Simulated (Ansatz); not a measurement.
Calculated with Ansatz (gas phase, PBE0-D4/def2-TZVP geometries, no zero-point term in ΔE). CBS: MP2 limit from def2 TZ/QZ plus the TZ coupled-cluster correction, frozen cores. This one scheme is used for every species. Functionals use def2-TZVPP. HSE06 is defined as in plane-wave codes. For Ge outer-core shells are correlated without core-valence functions, which leaves a few kJ/mol of doubt a bond. Scalar relativity is left out up to krypton. Each species was taken in one conformer, which may not be the lowest.

Reaction (formal exchange of groups at a Ge–S bond): `[NH2][GeH]([OH])[SH]` + fluoromethane → `[NH2][GeH]([OH])[CH2]F` + H₂S

```csv
level,ΔE (kJ/mol)
r2SCANh-D4,83.9
HSE06-D4,83.9
ωB97M-V,77.3
r2SCAN,83.3
PBE0,83.3
HSE06,83.6
CAM-B3LYP,76.0
CCSD/def2-TZVPP,77.4
```

Problem. What does CCSD(T)/CBS give? (An estimate is asked.)

Solution. Computed: +79.1 kJ/mol. The listed levels differ from it by 4.8, 4.8, -1.8, 4.2, 4.2, 4.5, -3.1, -1.7 kJ/mol.

Largest T1 diagnostic among the species: 0.011.

From BLYP to BHLYP (50 % exact exchange), in def2-TZVPP and without D4, ΔE moves by +4.2 kJ/mol. Leaving LDA and LC-ωPBE aside and taking each functional with its dispersion term where it has one, the values, not all of them listed here, spread over 8.6 kJ/mol, from CAM-B3LYP-D4 to r2SCAN0-D4. LDA lies −6.7 kJ/mol from PBE without D4.
